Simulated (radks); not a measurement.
Values are calculated unless marked as measured or tabulated.
All-electron atom: neutral hydrogen in 1s1. Code: a radial shooting solver on a logarithmic mesh with Libxc functionals. Model: non-relativistic Kohn-Sham, MS2 meta-GGA, spin-polarised, spherical densities, point nucleus; open shells are filled with parallel spins first; meta-GGA in the generalised Kohn-Sham scheme.

X-ray form factor f0, the Fourier transform of the density (f0(0) = 1):

| sin(theta)/lambda (1/angstrom) | f0 (electrons) |
|---|---|
| 0.05 | 0.945 |
| 0.1 | 0.806 |
| 0.15 | 0.636 |
| 0.2 | 0.478 |
| 0.25 | 0.349 |
| 0.3 | 0.252 |
| 0.4 | 0.132 |
| 0.5 | 0.072 |
| 0.6 | 0.042 |
| 0.8 | 0.016 |
| 1 | 0.007 |
| 1.25 | 0.003 |
| 1.5 | 0.002 |
| 2 | 0.001 |
